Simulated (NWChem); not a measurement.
Atomisation of CH₃Li

SMILES: [Li][CH3]
```xyz
5

Li     0.9326    -1.2962     0.0000
C     -0.2238     0.3111     0.0000
H     -0.9002     0.3753     0.8859
H     -0.9002     0.3753    -0.8859
H      0.3453     1.2715     0.0000
```
Charge 0, spin multiplicity 1.

Everything below was run with NWChem. All single points use one geometry, from PBE/def2-SVP, a minimum by its harmonic frequencies.

Basis set: def2-TZVP. The atomisation energy is electronic alone: no zero-point, thermal, spin-orbit or counterpoise terms. No value is extrapolated to the basis-set limit. Free atoms are single determinants with multiplicities Li 2, C 3, H 2. Correlated methods freeze the same cores in atoms and molecule, 1 orbitals in all.

B3LYP has NWChem's definition, with VWN1-RPA local correlation. The structure started from a generated list of species. No SCF solution was tested for a lower state. Open-shell Hartree-Fock references start from PBE0 orbitals. Coupled-cluster values serve here as a point of comparison, not as the truth.

```
method                        atomisation energy (kcal/mol)
----------------------------  -----------------------------
CCSD(T)                                               341.5
BP86                                                  363.6
HF                                                    257.5
LC-wPBE (omega 0.3 per bohr)                          353.2
PBE                                                       ?
LDA (SVWN5)                                               ?
BLYP                                                      ?
PBE0                                                  351.3
MP2                                                   339.7
B3LYP                                                 354.4
```

**Question.** Fill in the missing entries.

**Answer.** 
- PBE, atomisation energy (kcal/mol): 356.0
- LDA (SVWN5), atomisation energy (kcal/mol): 396.3
- BLYP, atomisation energy (kcal/mol): 352.3
